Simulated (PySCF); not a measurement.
Species: C₆H₁₁AlOS.
Atom-mapped SMILES: `[CH3:1][S@@+:2]([AlH3-:3])[CH2:4][c:5]1[cH:6][cH:7][cH:8][o:9]1` (hydrogens: H10, H11, H12 on C1; H13, H14, H15 on Al3; H16, H17 on C4; H18 on C6; H19 on C7; H20 on C8)

A GFN2-xTB structure was refined with PBE0-D3(BJ)/def2-SVP geometry optimisation, gas phase (PySCF 2.14.0). Its GFN2-xTB values:

```tsv
coordinate	GFN2-xTB
C1–S2	1.799 Å
C1–H10	1.102 Å
S2–Al3	2.586 Å
S2–C4	1.856 Å
Al3–H13	1.589 Å
C4–C5	1.452 Å
C4–H16	1.072 Å
C4–H17	1.094 Å
C5–C6	1.364 Å
C5–O9	1.343 Å
C6–C7	1.419 Å
C6–H18	1.072 Å
C7–C8	1.360 Å
C7–H19	1.059 Å
C8–O9	1.358 Å
C8–H20	1.068 Å
C1–S2–Al3	86.8°
C1–S2–C4	100.0°
S2–C4–C5	111.3°
Al3–S2–C4	104.6°
C4–C5–C6	131.9°
C4–C5–O9	119.1°
C5–C6–C7	107.0°
C7–C8–O9	109.4°
```

**Question.** How do these coordinates change at the PBE0-D3(BJ)/def2-SVP level?

**Answer.** 
```
coordinate  PBE0-D3(BJ)/def2-SVP (Å or °)  change
    S2–Al3                          2.476  -0.110
    C7–H19                          1.087  +0.028
    C4–H16                          1.100  +0.028
     C4–C5                          1.473  +0.021
    C8–H20                          1.087  +0.019
   Al3–H13                          1.605  +0.016
    C6–H18                          1.088  +0.016
     S2–C4                          1.842  -0.014
     C8–O9                          1.345  -0.013
     C6–C7                          1.429  +0.010
     C5–O9                          1.351  +0.008
    C4–H17                          1.099  +0.005
     C5–C6                          1.369  +0.005
     C1–S2                          1.803  +0.004
     C7–C8                          1.363  +0.003
    C1–H10                          1.100  -0.002
 C1–S2–Al3                           99.3   +12.5
  S2–C4–C5                          115.3    +4.0
 Al3–S2–C4                          108.0    +3.4
  C4–C5–O9                          117.0    -2.1
  C4–C5–C6                          133.2    +1.3
  C7–C8–O9                          110.5    +1.1
  C1–S2–C4                          101.0    +1.0
  C5–C6–C7                          106.1    -0.9
```

The energy falls by 0.824 eV over 23 energy and gradient evaluations, the largest force component goes from 0.0363 to 2.4e-04 Eh/bohr, and the atoms move by 0.846 Å rms after alignment. The bond that changes most is S2–Al3 (ends: sulfur bonded to Al and 2 C; aluminium bonded to S and 3 H), which shortens by 0.110 Å. Bonds longer at the end by more than 0.005 Å: 12 of 20; shorter: 4. Among the dihedrals that turn most is H17–C4–C5–C6, from 46° to -28°. Rotational constants go from 1878, 992.1, 757.9 to 1746, 853.8, 710.2 MHz.

The run used 189 basis functions and 176 SCF cycles in all.

Whether it is a minimum is left open (no frequencies). The numbers are those of one conformer.
